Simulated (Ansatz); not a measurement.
Basis-set extrapolation for CH3FOSi, SMILES `F[SiH]1CO1` (PBE0-D4/def2-TZVP geometry, frozen core, the Gaussian-basis code of Ansatz). Multiplicity 1, RHF reference.

```tsv
	def2-TZVPP	def2-QZVPP
HF	-502.997971	-503.017869
MP2 correlation	-0.767368	-0.830781
CCSD(T) correlation	-0.813800	not run
```

Energies in hartree. Use E(X) = E(∞) + A·exp(−7.88·√X) for Hartree–Fock and E(X) = E(∞) + B·X^(−2.97) for correlation, with X = 3 and 4, and add CCSD(T) minus MP2 of the smaller set to the MP2 limit.

What is the CCSD(T) energy at the basis-set limit?

HF limit: -503.017869 + (-0.019898) × 0.13774 = -503.02061. MP2 limit: -0.830781 + (-0.063413) × 0.74074 = -0.87775. Higher-order term: -0.813800 − (-0.767368) = -0.04643. Total: -503.94479 hartree, 349.2 kJ/mol below CCSD(T)/def2-TZVPP.
